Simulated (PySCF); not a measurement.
Vertical excitations of a molecule C2H5BO3 from TDA-CAM-B3LYP/def2-SVPD run with PySCF 2.14.0, as energy in eV (oscillator strength): 5.63 (0.001), 7.83 (0.020), 7.94 (0.011), 8.14 (0.059), 8.26 (0.172), 8.70 (0.008), 8.77 (0.001), 9.07 (0.064), 9.28 (0.027), 9.36 (0.025). Lowest triplet (TDA): 5.08 eV. Geometry optimised at PBE0-D3(BJ)/def2-SVP. The values are those of a single conformer.

Task: Pick the molecule that these values belong to.
A. OB1COCO1
B. O=CCB(O)O
C. CC(=O)OBO
D. C=COB(O)O

Result: C, CC(=O)OBO
